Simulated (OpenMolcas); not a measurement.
Lines of Ne VI: computed and rescaled rates

```json
{
 "Program": "OpenMolcas",
 "Method": "SS-RASPT2, IPEA 0.25 Eh, imaginary shift 0.1 Eh (closed shells correlated: 1s)",
 "Basis": "ANO-RCC-VTZP [4s3p2d1f]",
 "Scalar Hamiltonian": "DKH2, point nucleus",
 "Active space": "3 electrons in 9 orbitals (RAS2 2s 2p; RAS3 3d, at most 2 electrons)",
 "State averaging": "2S+1 = 4 odd, 1 root; 2S+1 = 2 odd, 11 roots (3 in the spin-orbit step); 2S+1 = 4 even, 3 roots; 2S+1 = 2 even, 9 roots",
 "Spin-orbit coupling": "RASSI with atomic mean-field integrals over the reference wave functions, term energies averaged over their components"
}
```

Rates come from the transition moments of the reference wave functions (E1 and E2 in the length form). At fixed line strength A goes as λ^-3 for E1 and M1 and as λ^-5 for E2, so a rate at the computed wavelength can be rescaled to the measured one. Measured vacuum wavelengths follow from level energies in NIST levels in Podobedova, Fuhr, Reader and Wiese, J. Phys. Chem. Ref. Data 33, 525 (2004). Branching counts decays inside the model space alone, at computed energies, and the table is only a selection of the E1 lines, drawn from those between levels with measured partners whose computed energy lies within a factor of 1.5 of the measured one.

```json
{"Upper": "2s 2p2 2D 3/2", "Lower": "2s2 2p 2P* 3/2", "Type": "E1", "λ computed (nm)": "55.94", "λ measured (nm)": "56.27", "A computed (s-1)": "1.76e+08", "A rescaled (s-1)": "1.73e+08", "Branching %": "15.3"}
{"Upper": "2s 2p2 2D 5/2", "Lower": "2s2 2p 2P* 3/2", "Type": "E1", "λ computed (nm)": "55.94", "λ measured (nm)": "56.28", "A computed (s-1)": "1.13e+09", "A rescaled (s-1)": "1.11e+09", "Branching %": "100.0"}
{"Upper": "2s 2p2 2D 3/2", "Lower": "2s2 2p 2P* 1/2", "Type": "E1", "λ computed (nm)": "55.56", "λ measured (nm)": "55.86", "A computed (s-1)": "9.70e+08", "A rescaled (s-1)": "9.54e+08", "Branching %": "84.7"}
{"Upper": "2s 2p2 2S 1/2", "Lower": "2s2 2p 2P* 3/2", "Type": "E1", "λ computed (nm)": "43.26", "λ measured (nm)": "43.56", "A computed (s-1)": "3.10e+09", "A rescaled (s-1)": "3.04e+09", "Branching %": "61.5"}
{"Upper": "2s 2p2 2S 1/2", "Lower": "2s2 2p 2P* 1/2", "Type": "E1", "λ computed (nm)": "43.03", "λ measured (nm)": "43.32", "A computed (s-1)": "1.94e+09", "A rescaled (s-1)": "1.90e+09", "Branching %": "38.5"}
{"Upper": "2s 2p2 2P 1/2", "Lower": "2s2 2p 2P* 3/2", "Type": "E1", "λ computed (nm)": "40.09", "λ measured (nm)": "40.33", "A computed (s-1)": "3.84e+09", "A rescaled (s-1)": "3.77e+09", "Branching %": "35.8"}
{"Upper": "2s 2p2 2P 3/2", "Lower": "2s2 2p 2P* 3/2", "Type": "E1", "λ computed (nm)": "39.95", "λ measured (nm)": "40.19", "A computed (s-1)": "8.99e+09", "A rescaled (s-1)": "8.83e+09", "Branching %": "83.4"}
{"Upper": "2s 2p2 2P 1/2", "Lower": "2s2 2p 2P* 1/2", "Type": "E1", "λ computed (nm)": "39.89", "λ measured (nm)": "40.11", "A computed (s-1)": "6.89e+09", "A rescaled (s-1)": "6.78e+09", "Branching %": "64.2"}
{"Upper": "2s 2p2 2P 3/2", "Lower": "2s2 2p 2P* 1/2", "Type": "E1", "λ computed (nm)": "39.76", "λ measured (nm)": "39.98", "A computed (s-1)": "1.78e+09", "A rescaled (s-1)": "1.75e+09", "Branching %": "16.6"}
```

The largest correction is for 2s 2p2 2S 1/2 → 2s2 2p 2P* 3/2 (E1): 3.10e+09 × (43.26 / 43.56)^3 = 3.04e+09 s-1, a factor of 0.98.

The computed rate and branching of 2s 2p2 2D 5/2 → 2s2 2p 2P* 3/2 give the upper level a radiative lifetime of 1.000 / 1.13e+09 s-1 = 8.85e-10 s, counting decays inside the model space alone. The rescaled rate gives about 9.0e-10 s.

The computed order of these levels differs from the measured one in 1 place, and where term gaps are wrong the rates of spin-changing lines can be off by large factors.

No measured rate stands beside these. Rescaling mends the energy factor alone: line strengths can still be far off where a level mixes with configurations outside the active space, and weak or spin-changing lines hang on small mixing coefficients that depend on the term gaps too, so rescaling need not improve them.

Active for correlation alone: 3d; no level in the range computed is led by a configuration that fills it, so any true level of that kind is missing. Measured partners are found by configuration, term and J. A level has none where our copy of the source lacks it or the pairing is in doubt (some pairs that miss far off the trend of their configuration count as doubtful). Levels of configurations outside the active space are missing.

* marks odd parity.
